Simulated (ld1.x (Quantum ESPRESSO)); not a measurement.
What the settings do to the TM potential of indium

Base potential:

- Element: In (Z = 49)
- Generator: ld1.x (Quantum ESPRESSO) 7.5
- Type: norm-conserving Troullier–Martins (Kleinman–Bylander form)
- Functional: PBE
- Relativity: scalar-relativistic
- Frozen core: [Kr] 4d10
- Valence charge: 3
- Reference configuration: 5s2 5p0 (charge +1)
- Partial waves: 5s (bound): rc 1.65 bohr; 5p (bound, empty): rc 2.35 bohr; 5d channel at 0.15 Ry: rc 2.45 bohr
- Local potential: the d channel
- Core correction: none

Cutoffs, loose and tight: the cutoffs (Ry, on a coarse ladder) from which the occupation-weighted sum of valence levels, in a spherical-Bessel basis at the reference potential, stays within 10 and 1 mRy of its value at 400 Ry. They do not see the model core or the augmentation charge, which bear on the density cutoff. Test errors are all-electron minus pseudo excitation energies from the reference, over the configurations 5s2 5p1; 5s1 5p0; 5s2 5p0.5; 5s2 5p1.3; 5s1 5p1; 5s1 5p2; 5s0 5p3. A dash means not determined; rows that change the core or the reference have their own tests.

A true bound ghost makes a file unfit for plane-wave use even where its test errors are small: the radial tests pick states by their node count and pass the ghost by. Where a test does run into it, the solver fails or the error is huge.

| change | outcome | cutoff, loose | cutoff, tight | bound ghosts | largest test error (meV) |
| --- | --- | --- | --- | --- | --- |
| base | generated | 30 Ry | 80 Ry | s, p | +249 |
| wave 5d channel at 0.15 Ry: rc 2.45 bohr becomes 5d channel at 0.77 Ry: rc 2.45 bohr | generated | 30 Ry | 80 Ry | s, p | +249 |
| wave 5s (bound): rc 1.65 bohr becomes 5s (bound): rc 1.00 bohr | failed: run_pseudo: Errors in PS-KS equation | – | – | – | – |
| reference 5s1.75 5p1.25 | generated | 30 Ry | 60 Ry | s, p | +98 over the solved tests; 1 of 7 tests not solved or not reliable |
| functional PBEsol | generated | 30 Ry | 80 Ry | s, p | +155 |
| wave 5p (bound): rc 2.35 bohr becomes 5p (bound): rc 3.52 bohr | generated | 30 Ry | 80 Ry | s, p | +287 |
| all radii scaled by about 1.42 (s 2.34, p 3.34, d 3.48 bohr) | generated | 15 Ry | 25 Ry | none | +245 |
| wave 5d channel at 0.15 Ry: rc 2.45 bohr becomes 5d channel at 0.15 Ry: rc 2.86 bohr | generated | 30 Ry | 80 Ry | s, p | +246 |
